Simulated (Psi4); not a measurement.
Input file for Psi4: SAPT0/jun-cc-pV(D+d)Z on Cl2FH (a complex), monomers drawn apart or pushed together.

```
memory 2025 MB

molecule dimer {
0 1
F     0.45494098    0.38365637    0.11229930
H     0.33875157   -0.06119823    0.92007403
--
0 1
Cl   -0.52948673    0.30235307    4.91313277
Cl   -0.11804915   -1.35211927    3.84225504
units angstrom
symmetry c1
no_reorient
no_com
}

set {
  basis jun-cc-pV(D+d)Z
  scf_type df
  freeze_core true
}

energy('sapt0')
```

Program output:

```
[...]
==> Input File <==

--------------------------------------------------------------------------
memory 2025 MB

molecule dimer {
0 1
F     0.45494098    0.38365637    0.11229930
H     0.33875157   -0.06119823    0.92007403
--
0 1
Cl   -0.52948673    0.30235307    4.91313277
Cl   -0.11804915   -1.35211927    3.84225504
units angstrom
symmetry c1
no_reorient
no_com
}

set {
  basis jun-cc-pV(D+d)Z
  scf_type df
  freeze_core true
}

energy('sapt0')
--------------------------------------------------------------------------


   => Loading Basis Set <=

    Name: JUN-CC-PV(D+D)Z
    Role: ORBITAL
    Keyword: BASIS
    atoms 1   entry F          line   290 file jun-cc-pv_dpd_z.gbs
    atoms 2   entry H          line    60 file jun-cc-pv_dpd_z.gbs
    atoms 3-4 entry CL         line   764 file jun-cc-pv_dpd_z.gbs

   => Loading Basis Set <=

    Name: JUN-CC-PV(D+D)Z
    Role: ORBITAL
    Keyword: BASIS
    atoms 1   entry F          line   290 file jun-cc-pv_dpd_z.gbs
    atoms 2   entry H          line    60 file jun-cc-pv_dpd_z.gbs
    atoms 3-4 entry CL         line   764 file jun-cc-pv_dpd_z.gbs


  //>>>>>>>>>>>>>>>>>>>>>>>>>>>>>>>>>>>//
  //              Dimer HF             //
  //<<<<<<<<<<<<<<<<<<<<<<<<<<<<<<<<<<<//

   => Libint2 <=

    Primary   basis highest AM E, G, H:  7, 6, 3
    Auxiliary basis highest AM E, G, H:  7, 7, 4
    Onebody   basis highest AM E, G, H:  -, -, -
    Solid Harmonics ordering:            Gaussian


   => Loading Basis Set <=

    Name: JUN-CC-PV(D+D)Z
    Role: ORBITAL
    Keyword: BASIS
    atoms 1   entry F          line   290 file jun-cc-pv_dpd_z.gbs
    atoms 2   entry H          line    60 file jun-cc-pv_dpd_z.gbs
    atoms 3-4 entry CL         line   764 file jun-cc-pv_dpd_z.gbs


         ---------------------------------------------------------
                                   SCF
               by Justin Turney, Rob Parrish, Andy Simmonett
                          and Daniel G. A. Smith
                              RHF Reference
                        1 Threads,   1931 MiB Core
         ---------------------------------------------------------

  ==> Geometry <==

    Molecular point group: c1
    Full point group: C1

    Geometry (in Angstrom), charge = 0, multiplicity = 1:

       Center              X                  Y                   Z               Mass
    ------------   -----------------  -----------------  -----------------  -----------------
         F            0.454940980000     0.383656370000     0.112299300000    18.998403162730
         H            0.338751570000    -0.061198230000     0.920074030000     1.007825032230
         CL          -0.529486730000     0.302353070000     4.913132770000    34.968852682000
         CL          -0.118049150000    -1.352119270000     3.842255040000    34.968852682000

  Running in c1 symmetry.

  Rotational constants: A =      0.26589  B =      0.01215  C =      0.01170 [cm^-1]
  Rotational constants: A =   7971.13984  B =    364.22059  C =    350.84621 [MHz]
  Nuclear repulsion =  122.076103455138110

  Charge       = 0
  Multiplicity = 1
  Electrons    = 44
  Nalpha       = 22
  Nbeta        = 22

  ==> Algorithm <==

  SCF Algorithm Type is DF.
  DIIS enabled.
  MOM disabled.
  Fractional occupation disabled.
  Guess Type is SAD.
  Energy threshold   = 1.00e-08
  Density threshold  = 1.00e-08
  Integral threshold = 1.00e-12

  ==> Primary Basis <==

  Basis Set: JUN-CC-PV(D+D)Z
    Blend: JUN-CC-PV(D+D)Z
    Number of shells: 33
    Number of basis functions: 77
    Number of Cartesian functions: 82
    Spherical Harmonics?: true
    Max angular momentum: 2

   => Loading Basis Set <=

    Name: (JUN-CC-PV(D+D)Z AUX)
    Role: JKFIT
    Keyword: DF_BASIS_SCF
    atoms 1   entry F          line   314 file jun-cc-pvdz-jkfit.gbs
    atoms 2   entry H          line    70 file jun-cc-pvdz-jkfit.gbs
    atoms 3-4 entry CL         line   746 file jun-cc-pvdz-jkfit.gbs

  ==> Integral Setup <==

  DFHelper Memory: AOs need 0.016 GiB; user supplied 1.414 GiB.
  SCF_SUBTYPE=INCORE selected. In-core MEM_DF algorithm will be used.
  Using in-core AOs.

  ==> MemDFJK: Density-Fitted J/K Matrices <==

    J tasked:                   Yes
    K tasked:                   Yes
    wK tasked:                   No
    OpenMP threads:               1
    Algorithm:                 Core
    Schwarz Cutoff:           1E-12
    Mask sparsity (%):       9.5800
    Fitting Condition:        1E-10

   => Auxiliary Basis Set <=

  Basis Set: (JUN-CC-PV(D+D)Z AUX)
    Blend: JUN-CC-PVDZ-JKFIT
    Number of shells: 114
    Number of basis functions: 344
    Number of Cartesian functions: 396
    Spherical Harmonics?: true
    Max angular momentum: 3

  Minimum eigenvalue in the overlap matrix is 6.4062106576E-03.
  Reciprocal condition number of the overlap matrix is 1.5900104195E-03.
    Using symmetric orthogonalization.

  ==> Pre-Iterations <==

  SCF Guess: Superposition of Atomic Densities via on-the-fly atomic UHF (n
[...]
    72A      6.101697    73A      6.669747    74A      7.077263
      75A      7.083093    76A      7.936426    77A     42.848183

    Final Occupation by Irrep:
              A
    DOCC [    17 ]
    NA   [    17 ]
    NB   [    17 ]

  @DF-RHF Final Energy:  -918.96765260483085

   => Energetics <=

    Nuclear Repulsion Energy =             75.9613241855886372
    One-Electron Energy =               -1420.9510708825771417
    Two-Electron Energy =                 426.0220940921576585
    Total Energy =                       -918.9676526048308460

Computation Completed


Properties will be evaluated at   0.000000,   0.000000,   0.000000 [a0]

Properties computed using the SCF density matrix


 Multipole Moments:

 ------------------------------------------------------------------------------------
     Multipole            Electronic (a.u.)      Nuclear  (a.u.)        Total (a.u.)
 ------------------------------------------------------------------------------------

 L = 1.  Multiply by 2.5417464519 to convert [e a0] to [Debye]
 Dipole X            :         20.8022965          -20.8023130           -0.0000165
 Dipole Y            :         33.7232632          -33.7241004           -0.0008372
 Dipole Z            :       -281.2693030          281.2698464            0.0005434
 Magnitude           :                                                    0.0009983

 ------------------------------------------------------------------------------------

  Constructing Basis Sets for SAPT...

   => Loading Basis Set <=

    Name: (JUN-CC-PV(D+D)Z AUX)
    Role: RIFIT
    Keyword: DF_BASIS_SAPT
    atoms 1   entry F          line   232 file jun-cc-pvdz-ri.gbs
    atoms 2   entry H          line    30 file jun-cc-pvdz-ri.gbs
    atoms 3-4 entry CL         line   544 file jun-cc-pvdz-ri.gbs

   => Loading Basis Set <=

    Name: (JUN-CC-PV(D+D)Z AUX)
    Role: JKFIT
    Keyword: DF_BASIS_ELST
    atoms 1   entry F          line   314 file jun-cc-pvdz-jkfit.gbs
    atoms 2   entry H          line    70 file jun-cc-pvdz-jkfit.gbs
    atoms 3-4 entry CL         line   746 file jun-cc-pvdz-jkfit.gbs


  //>>>>>>>>>>>>>>>>>>>>>>>>>>>>>>>>>>>//
  //               SAPT0               //
  //<<<<<<<<<<<<<<<<<<<<<<<<<<<<<<<<<<<//



        SAPT0
    Ed Hohenstein
     6 June 2009

      Orbital Information
  --------------------------
    NSO        =        77
    NMO        =        77
    NRI        =       249
    NRI (Elst) =       344
    NOCC A     =         5
    NOCC B     =        17
    FOCC A     =         1
    FOCC B     =        10
    NVIR A     =        72
    NVIR B     =        60

    Elst10,r            =    -0.000675645444 [Eh]
    Exch10              =     0.000234902744 [Eh]
    Exch10 (S^2)        =     0.000234849808 [Eh]

    Maxiter = 50
    CPHF R converge = 1.000000E-08

    Iter     Energy [mEh]          dE [mEh]         Residual      Time [s]
       1      -0.00662243       0.006622433     3.050790e-04             0
       2      -0.00736630       0.000743864     1.173922e-04             0
       3      -0.00747692       0.000110620     3.074064e-05             0
       4      -0.00743710      -0.000039818     5.776571e-06             0
       5      -0.00743784       0.000000737     1.236902e-06             0
       6      -0.00743854       0.000000707     2.671035e-07             0
       7      -0.00743831      -0.000000229     4.923345e-08             0
       8      -0.00743834       0.000000029     6.967126e-09             0

    CHF Iterations converged

    Maxiter = 50
    CPHF R converge = 1.000000E-08

    Iter     Energy [mEh]          dE [mEh]         Residual      Time [s]
       1      -0.27542534       0.275425342     4.205452e-03             0
       2      -0.30465162       0.029226282     1.851708e-03             0
       3      -0.33416543       0.029513810     4.315793e-04             0
       4      -0.33450982       0.000344383     1.547388e-04             0
       5      -0.33330045      -0.001209364     3.254092e-05             0
       6      -0.33343266       0.000132209     1.438125e-05             0
       7      -0.33345668       0.000024021     5.320950e-06             0
       8      -0.33343634      -0.000020345     2.488221e-06             0
       9      -0.33343778       0.000001441     6.736431e-07             0
      10      -0.33343991       0.000002129     9.803278e-08             0
      11      -0.33343962      -0.000000292     1.956935e-08             0
      12      -0.33343965       0.000000032     3.032216e-09             0

    CHF Iterations converged

    Ind20,r (A<-B)      =    -0.000007438343 [Eh]
    Ind20,r (B<-A)      =    -0.000333439650 [Eh]
    Ind20,r             =    -0.000340877992 [Eh]
    Exch-Ind20,r (A<-B) =     0.000006216469 [Eh]
    Exch-Ind20,r (B<-A) =     0.000057229547 [Eh]
    Exch-Ind20,r        =     0.000063446015 [Eh]
    Disp20              =    -0.000295184007 [Eh]
    Disp20 (SS)         =    -0.000147592003 [Eh]
    Disp20 (OS)         =    -0.000147592003 [Eh]
    Exch-Disp20         =     0.000009796692 [Eh]
    Exch-Disp20 (SS)    =     0.000005541574 [Eh]
    Exch-Disp20 (OS)    =     0.000004255118 [Eh]

    SAPT Results
  --------------------------------------------------------------------------------------------------------
    Electrostatics                 -0.67564544 [mEh]      -0.42397392 [kcal/mol]      -1.77390687 [kJ/mol]
      Elst10,r                     -0.67564544 [mEh]      -0.42397392 [kcal/mol]      -1.77390687 [kJ/mol]

    Exchange                        0.23490274 [mEh]       0.14740370 [kcal/mol]       0.61673707 [kJ/mol]
      Exch10                        0.23490274 [mEh]       0.14740370 [kcal/mol]       0.61673707 [kJ/mol]
      Exch10(S^2)                   0.23484981 [mEh]       0.14737048 [kcal/mol]       0.61659809 [kJ/mol]

    Induction                      -0.31715650 [mEh]      -0.19901871 [kcal/mol]      -0.83269427 [kJ/mol]
      Ind20,r                      -0.34087799 [mEh]      -0.21390417 [kcal/mol]      -0.89497505 [kJ/mol]
      Exch-Ind20,r                  0.06344602 [mEh]       0.03981298 [kcal/mol]       0.16657749 [kJ/mol]
      delta HF,r (2)               -0.03972452 [mEh]      -0.02492751 [kcal/mol]      -0.10429672 [kJ/mol]

    Dispersion                     -0.28538731 [mEh]      -0.17908324 [kcal/mol]      -0.74928429 [kJ/mol]
      Disp20                       -0.29518401 [mEh]      -0.18523076 [kcal/mol]      -0.77500550 [kJ/mol]
      Exch-Disp20                   0.00979669 [mEh]       0.00614752 [kcal/mol]       0.02572121 [kJ/mol]
      Disp20 (SS)                  -0.14759200 [mEh]      -0.09261538 [kcal/mol]      -0.38750275 [kJ/mol]
      Disp20 (OS)                  -0.14759200 [mEh]      -0.09261538 [kcal/mol]      -0.38750275 [kJ/mol]
      Exch-Disp20 (SS)              0.00554157 [mEh]       0.00347739 [kcal/mol]       0.01454940 [kJ/mol]
      Exch-Disp20 (OS)              0.00425512 [mEh]       0.00267013 [kcal/mol]       0.01117181 [kJ/mol]

  Total HF                         -0.75789920 [mEh]      -0.47558893 [kcal/mol]      -1.98986407 [kJ/mol]
  Total SAPT0                      -1.04328651 [mEh]      -0.65467217 [kcal/mol]      -2.73914836 [kJ/mol]

  Special recipe for scaled SAPT0 (see Manual):
    Electrostatics sSAPT0          -0.67564544 [mEh]      -0.42397392 [kcal/mol]      -1.77390687 [kJ/mol]
    Exchange sSAPT0                 0.23490274 [mEh]       0.14740370 [kcal/mol]       0.61673707 [kJ/mol]
    Induction sSAPT0               -0.31711359 [mEh]      -0.19899178 [kcal/mol]      -0.83258160 [kJ/mol]
    Dispersion sSAPT0              -0.28538069 [mEh]      -0.17907909 [kcal/mol]      -0.74926689 [kJ/mol]
  Total sSAPT0                     -1.04323697 [mEh]      -0.65464108 [kcal/mol]      -2.73901830 [kJ/mol]
  --------------------------------------------------------------------------------------------------------



*** Psi4 exiting successfully. Buy a developer a beer!
```

The run finished.

Cost: roughly 7 core-seconds.
